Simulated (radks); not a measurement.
Mo3+, configuration [Kr] 4d3.

All-electron calculation, Dirac Kohn-Sham, relativistic LDA (MacDonald-Vosko exchange, VWN5 correlation), spin-unpolarised, spherical densities, finite nucleus; open shells fill j = l - 1/2 first; Fermi nuclear charge, rms radius 4.4091 fm. Program: a radial shooting solver on a logarithmic mesh with Libxc functionals.

Energy parts (hartree):
total: -4038.39260
kinetic: 4176.99074
electron-nucleus: -9711.27090
Hartree: 1609.48657
exchange-correlation: -113.59901

Orbitals (lengths in bohr, moments of r in powers of bohr; r(max) is where P^2 peaks):
orbital	occ.	eigenvalue (hartree)	r(max)	<1/r>	<r>	<r^4>	small-component weight
1s1/2	2	-725.3724	0.02296	43.39	0.03529	7.303e-06	2.33e-02
2s1/2	2	-103.6004	0.1301	9.883	0.1538	0.001348	4.78e-03
2p1/2	2	-95.55764	0.1011	9.869	0.1310	0.0008925	4.80e-03
2p3/2	4	-91.67391	0.1049	9.399	0.1356	0.0009986	4.64e-03
3s1/2	2	-18.61520	0.3849	3.381	0.4301	0.06978	1.28e-03
3p1/2	2	-15.53404	0.3715	3.284	0.4242	0.07199	1.23e-03
3p3/2	4	-14.89325	0.3809	3.171	0.4348	0.07911	1.18e-03
3d3/2	4	-9.40228	0.3204	2.986	0.4135	0.08222	1.07e-03
3d5/2	6	-9.28035	0.3231	2.956	0.4170	0.08477	1.06e-03
4s1/2	2	-3.53020	0.9857	1.250	1.097	2.796	2.97e-04
4p1/2	2	-2.63726	1.047	1.134	1.193	4.135	2.53e-04
4p3/2	4	-2.54126	1.072	1.102	1.221	4.541	2.43e-04
4d3/2	3	-1.22131	1.307	0.8217	1.604	15.85	1.44e-04
4d5/2	0	-1.21069	1.317	0.8148	1.616	16.30	1.42e-04
5s1/2	0	-0.98694	2.455	0.4888	2.675	91.72	6.45e-05
5p1/2	0	-0.77088	2.791	0.4276	3.053	157.9	5.20e-05
5p3/2	0	-0.75521	2.847	0.4195	3.107	169.1	5.08e-05

The highest occupied level is 4d3/2 at -33.234 eV. The electron density at the nucleus is 8.989e+04 e/bohr^3.
